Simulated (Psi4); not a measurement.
A dimer, BBr3 ··· HCl (SMILES BrB(Br)Br and Cl), singlet; the first 4 atoms form monomer A.

```
6

B     -0.0002     0.0001     0.0002
Br    -1.5209    -1.1474    -0.0933
Br    -0.0291     1.6952    -0.8736
Br     1.5502    -0.5478     0.9667
Cl     1.7915    -1.5646    -4.0948
H      1.7897    -0.4294    -4.6906
```

Question: What interaction energy does Psi4 1.11 with SAPT0/jun-cc-pVDZ, frozen core give, and which attractive term is the largest?

Answer: Total -2.16 kJ/mol: electrostatics -1.02, exchange 0.39, induction -0.09, dispersion -1.43. The most attractive term is dispersion.
